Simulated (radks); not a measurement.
The numbers below are computed, except where a source is named.
Task: Radial electron density D(r) = 4 pi r^2 rho(r) of an atom or ion with 10 electrons. Level of theory: Dirac Kohn-Sham, exchange-only PBE, spin-unpolarised, spherical densities, finite nucleus; Fermi nuclear charge, rms radius of each element as measured or else 0.836 A^(1/3) + 0.57 fm (a radial shooting solver on a logarithmic mesh with Libxc functionals).

r (bohr),D(r) (e/bohr)
0.01047,1.193
0.01279,1.681
0.01575,2.370
0.01923,3.247
0.02368,4.418
0.02892,5.806
0.03561,7.492
0.04384,9.324
0.05355,11.04
0.06593,12.49
0.08053,13.26
0.09915,13.13
0.1211,12.06
0.1491,10.28
0.1821,8.547
0.2242,7.510
0.2739,7.711
0.3372,8.983
0.4118,10.41
0.5071,11.01
0.6193,10.14
0.7625,7.885
0.9314,5.197
1.147,2.751
1.401,1.200
1.724,0.3895
2.106,0.09740
2.593,0.01555

What is the nuclear charge?

Result: Z = 12. The innermost maximum, from 1s, lies near gamma/Z bohr with gamma = sqrt(1 - (Z/c)^2) = 0.996, here 0.083 bohr (found: 0.0872), and its height grows with Z. The density is that of the magnesium ion Mg2+ in [Ne]; the configuration itself is not fixed sharply by these data, and Z only to about a unit. D(r) has 2 maxima, at r = 0.0872, 0.499 bohr, and minima at 0.239 bohr, inside which lie 2.21 electrons.
